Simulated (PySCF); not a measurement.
Species: C2H6BFO.
SMILES: `COCBF`

The calculation used PySCF, TDDFT PBE0/def2-SVPD, vertical, gas phase, core orbitals frozen in the response. The structure is a single PBE0-D3(BJ)/def2-SVP conformer in the gas phase; no vibrational or solvent corrections. Torsions of this conformer, `[CH3:1][O:2][CH2:3][BH:4][F:5]`: C1–O2–C3–B4 -179°, O2–C3–B4–F5 -177°.

Q: List the vertical singlet excitations with oscillator strengths and describe the spectrum.

A: 

| state | E (eV) | E (kJ/mol) | λ (nm) | f | main configurations (H = HOMO, L = LUMO) |
| --- | --- | --- | --- | --- | --- |
| S1 | 5.75 | 555 | 215.6 | 0.0056 | H→L (100%) |
| S2 | 6.18 | 597 | 200.5 | 0.0005 | H-1→L (94%) |
| S3 | 7.08 | 683 | 175.0 | 0.038 | H→L+1 (89%), H→L+2 (9%) |
| S4 | 7.57 | 730 | 163.8 | 0.0050 | H-2→L (91%) |
| S5 | 7.68 | 741 | 161.4 | 0.0006 | H→L+2 (82%), H→L+1 (10%) |
| S6 | 8.08 | 779 | 153.5 | 0.0046 | H→L+3 (78%), H→L+4 (17%) |
| S7 | 8.26 | 797 | 150.1 | 0.018 | H-1→L+1 (96%) |
| S8 | 8.44 | 815 | 146.8 | 0.024 | H→L+4 (76%), H→L+3 (19%) |
| S9 | 8.60 | 830 | 144.1 | 0.015 | H-1→L+2 (80%) |
| S10 | 8.69 | 839 | 142.6 | 0.077 | H→L+5 (90%) |

Triplets, Tamm–Dancoff:

| state | E (eV) | λ (nm) | main configurations (H = HOMO, L = LUMO) |
| --- | --- | --- | --- |
| T1 | 5.54 | 223.6 | H→L (83%), H-1→L (15%) |
| T2 | 5.57 | 222.5 | H-1→L (75%), H→L (16%) |
| T3 | 6.88 | 180.3 | H→L+1 (80%), H→L+2 (14%) |
| T4 | 7.25 | 171.0 | H-2→L (70%), H-4→L (18%), H-1→L (9%) |

The lowest singlet comes at 216 nm (555 kJ/mol) in the ultraviolet; it is weak; its leading configuration is HOMO→LUMO (100%). The strongest level in the table is S10 at 8.69 eV (143 nm, f = 0.077). It is the last of those listed, so stronger ones may follow. Löwdin shares by element: HOMO oxygen 59%, carbon 20%, hydrogen 5% or more (atoms not listed hold the other 16%); LUMO boron 50%, fluorine 16%, carbon 14% or more, hydrogen 11% or more. The listed states span 2.94 eV, and the widest gap between neighbours is 0.90 eV (S2 to S3). Orbital energies (eV): HOMO-3 -11.25, HOMO-2 -9.68, HOMO-1 -8.79, HOMO -7.73, LUMO -0.74, LUMO+1 0.60, LUMO+2 1.04. The oscillator strengths of these states sum to 0.188; summed over the whole spectrum of an exact calculation they would give the number of electrons, 40 (Thomas–Reiche–Kuhn). All these states lie below the vertical ionisation energy of 10.08 eV (ΔSCF). Singlets were solved by full linear response, triplets in the Tamm–Dancoff approximation.
